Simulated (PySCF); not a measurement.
Several molecules and their computed UV-vis stick spectra, shuffled. Computed with TDDFT B3LYP/def2-SVPD, vertical, gas phase, core orbitals frozen in the response (PySCF). Geometries: PBE0-D3(BJ)/def2-SVP; one conformer of each isolated species. Triplets are in the Tamm–Dancoff approximation. Relativistic effects are left out although some hold elements past zinc.

A. `[C-]#[N+]C#CC`
B. `[H]/N=C\[SiH2]C#C[SiH3]`
C. `CC(C)[C@H]1CS1`
D. `[AlH3-][AsH3+]`
E. `C=C=CC#N`

Lowest singlet levels (six at most, fewer where fewer were computed) with oscillator strengths:

1. 258 nm (f 0.000); 213 nm (f 0.008); 205 nm (f 0.032); 199 nm (f 0.037); 191 nm (f 0.005); 174 nm (f 0.015); T1 4.41 eV
2. 286 nm (f 0.000); 237 nm (f 0.034); 233 nm (f 0.001); 225 nm (f 0.000); 218 nm (f 0.003); 217 nm (f 0.000)
3. 230 nm (f 0.000); 219 nm (f 0.000); 200 nm (f 0.335); 195 nm (f 0.000); 178 nm (f 0.001); 168 nm (f 0.000); T1 3.91 eV
4. 206 nm (f 0.000 summed over 2 states); 197 nm (f 0.000); 195 nm (f 0.009 summed over 2 states); 190 nm (f 0.027); 176 nm (f 0.116 summed over 2 states); 175 nm (f 0.484); T1 5.76 eV
5. 243 nm (f 0.000); 237 nm (f 0.001 summed over 2 states); 179 nm (f 0.068 summed over 2 states); 178 nm (f 0.022 summed over 2 states); 160 nm (f 1.550); 154 nm (f 0.034 summed over 2 states); T1 4.23 eV

Question: Match each spectrum to its molecule.

Answer: 1 = C, 2 = B, 3 = E, 4 = D, 5 = A.
- A: S1 at 5.10 eV, HOMO-1/HOMO→LUMO/LUMO+1 (≥86%); Löwdin shares by element: HOMO (one of a set within 0.03 eV) carbon 73% or more, nitrogen 15%; LUMO (one of a set within 0.03 eV) carbon 68% or more, nitrogen 22%; HOMO -7.85 and LUMO -1.21 eV; point group C3v, 3 of its 10 listed states under f = 0.0005.
- B: S1 at 4.33 eV, HOMO→LUMO (88%), HOMO→LUMO+2 (11%); Löwdin shares by element: HOMO nitrogen 52%, carbon 19% or more, silicon 10% or more, hydrogen 7% or more; LUMO carbon 33% or more, nitrogen 30%, silicon 13% or more (atoms not listed hold the other 24%); HOMO -7.17 and LUMO -1.40 eV.
- C: S1 at 4.81 eV, HOMO→LUMO (98%); Löwdin shares by element: HOMO sulfur 75%, carbon 17% or more; LUMO sulfur 52%, carbon 30% or more (atoms not listed hold the other 18%); HOMO -6.28 and LUMO -0.11 eV.
- D: S1 at 6.03 eV, HOMO-1/HOMO→LUMO (98%); Löwdin shares by element: HOMO (one of a set within 0.03 eV) hydrogen 57% or more, aluminium 38%; LUMO arsenic 30%, hydrogen 24% or more, aluminium 20% (atoms not listed hold the other 25%); HOMO -7.69 and LUMO -0.79 eV.
- E: S1 at 5.39 eV, HOMO-1→LUMO (88%), HOMO→LUMO+1 (12%); Löwdin shares by element: HOMO carbon 64% or more, nitrogen 23%; LUMO carbon 64% or more, nitrogen 15% (atoms not listed hold the other 21%); HOMO -8.02 and LUMO -1.72 eV; point group Cs, 4 of its 6 listed states under f = 0.0005.

A slash joins orbitals within 0.01 eV of each other, whose weights are summed (≥ marks a lower bound).
